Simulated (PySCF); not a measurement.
SnSCl₂, singlet: structure and spectrum

Method: PBE/[Sn def2-SVP with ECP28, S def2-SVP, Cl def2-SVP], scalar-relativistic core potentials, density fitting, no spin–orbit coupling, PySCF.

The structure is a minimum.

Z-matrix (Å, degrees; charge 0 multiplicity 1):
```
Sn
S  1 2.2337
Cl 1 2.3578 2 128.59
Cl 1 2.3578 2 128.59 3 180.00
```

| Item | Value |
| --- | --- |
| Point group | C2v |
| Bond lengths | Sn–Cl 2.358 Å (×2), Sn–S 2.234 Å |
| Bond angles | Cl–Sn–Cl 102.8°, Cl–Sn–S 128.6° (×2) |
| Atomisation energy without zero-point energy | 1000 kJ/mol |
| Highest occupied level | -6.38 eV |
| Dipole moment | 0.79 D |
| Heat capacity Cp at 298.15 K | 76.3 J/(mol K) |
| Enthalpy at 298.15 K above 0 K | 18.19 kJ/mol |
| Entropy at 298.15 K and 1 bar | 347.4 J/(mol K) |
| Zero-point energy | 8.9 kJ/mol |
| Rotational constants | 0.07098, 0.05503, 0.031 cm⁻¹ |
| Rotational symmetry number | 2 |
| Principal polarisabilities | 39.9, 74.0, 101.4 bohr³ |
| Lowest empty level | -4.40 eV |
| Principal quadrupole moments (Buckingham, traceless) about the centre of mass | -4.43, -1.40, 5.83 D Å |

Harmonic modes (masses in u: Sn 119.902, S 31.972, Cl 34.969):
```tsv
symmetry	ω (cm⁻¹)	IR (km/mol)	μ (u)
b1	92	6.1	49.59
b2	99	8.0	38.32
a1	114	3.6	38.33
a1	344	15.2	35.75
b2	366	57.3	42.94
a1	473	34.9	40.46
```

In C2v the vibrations span b1 + 2b2 + 3a1. Here b1 is antisymmetric to the molecular plane and b2 lies in it.

Charges (e):
```tsv
atom	Mulliken	Löwdin	polar tensor	Mayer order to Sn1
Sn1	0.61	0.14	1.33	–
S2	-0.22	-0.09	-0.40	1.85
Cl3,4	-0.19	-0.02	-0.47	1.02
```

Mulliken populations on Sn1 (electrons outside its core potential): s 3.36, p 7.74, d 10.28.

Counting electrons, tin keeps none of its valence electrons outside its bonds, so the VSEPR class is AX3 and the expected shape is trigonal planar; with unlike ligands the computed point group is C2v.

Other isomers or separated fragments may lie lower.

The final relaxation and frequency run took 36 s on 2 threads of a shared Arm Neoverse V1 host, with 80 basis functions and 15 gradients; the process peaked at 0.83 GiB.
